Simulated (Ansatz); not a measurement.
The same path of CH6GeO + ClH (11 atoms, charge 0, multiplicity 1) was run twice with different band settings. Lost on the way: Ge1–O2, H7–Cl8. Made: Ge1–Cl8, O2–H7.

Theory: Ansatz, UKS PBE-D4/def2-SVP.

Relaxed end points:

```xyz
11
Properties=species:S:1:pos:R:3
Ge -0.432 -0.424 1.385
O 0.678 -0.110 -0.045
C 0.215 -0.497 -1.337
H -1.807 0.231 1.103
H -0.559 -1.967 1.498
H 0.324 0.204 2.570
H 0.779 1.524 -0.059
Cl 0.483 2.838 -0.026
H -0.084 -1.569 -1.361
H -0.645 0.126 -1.673
H 1.048 -0.355 -2.055
```

```xyz
11
Properties=species:S:1:pos:R:3
Ge -0.862 0.298 1.747
O 1.243 -0.168 -0.437
C 0.623 -0.618 -1.626
H -1.945 0.674 2.792
H -1.379 -0.798 0.791
H 0.483 -0.026 2.426
H 1.081 0.796 -0.377
Cl -0.600 2.147 0.565
H 0.713 -1.723 -1.659
H -0.464 -0.366 -1.675
H 1.107 -0.216 -2.547
```

Common settings: spring 5.0 eV/Å²; optimiser quadratic models (default); start path through a guess of the saddle point; force threshold 0.03 eV/Å; iteration limit 60; end points relaxed.

| run | movable images | climbing image |
| --- | --- | --- |
| 1 | 7 | yes |
| 2 | 8 | no |

Task: What does each run give, and how far can it be trusted?

Result: Run 1: converged after 17 iterations, highest image 0.402 eV above the first end. A vibrational analysis at the climbing image gives one clearly imaginary mode, 142i cm⁻¹: a first-order saddle point.
Run 2: converged after 21 iterations, highest image 0.399 eV above the first end. No image climbed, so the highest image needn't sit at the top of the path.
The orbitals stay closed-shell, which can raise the energy where a bond breaks towards radicals; this wasn't checked here.
